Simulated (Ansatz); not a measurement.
The input (input.yaml):

```yaml
crystal:
  periodic: [false, false, false]
  atoms:
    - { symbol: "N", position_ang: [-2.177, -0.0458, 0.305] }
    - { symbol: C, position_ang: [-1.02, -0.4084, 1.001] }
    - { symbol: Al, position_ang: [0.6141, 0.02, -0.0545] }
    - { symbol: "N", position_ang: [0.9826, -0.7347, -1.7753] }
    - { symbol: "N", position_ang: [1.9639, 1.1849, 0.6777] }
    - { symbol: H, position_ang: [-2.1742, 1.0425, 0.1034] }
    - { symbol: H, position_ang: [-2.2253, -0.49, -0.6258] }
    - { symbol: H, position_ang: [-1.0085, -1.4821, 1.1844] }
    - { symbol: H, position_ang: [-0.9626, 0.1372, 2.0207] }
    - { symbol: H, position_ang: [0.9373, 0.0496, -2.4265] }
    - { symbol: H, position_ang: [0.0425, -1.3031, -1.967] }
    - { symbol: H, position_ang: [2.346, 0.7399, 1.5758] }
    - { symbol: H, position_ang: [2.7017, 1.2551, -0.004] }
basis:
  gaussian: { orbitals: def2-SVP }
hamiltonian:
  xc: pbe
  dispersion: d4
relax:
  f_tol: 0.015
  max_steps: 40
```

Launched with:

```bash
$ ansatz run input.yaml --threads 2 --pin off --max-ram 3072MiB --backend cpu --events-out ev --progress --plain --runs-dir out
```

Hardware: 2 threads of Arm Neoverse V1, with other jobs on the host.

Question: Roughly how long does this run take, and how much memory?

Answer: 65 s, with a peak of 0.15 GiB, for 27 ionic steps.
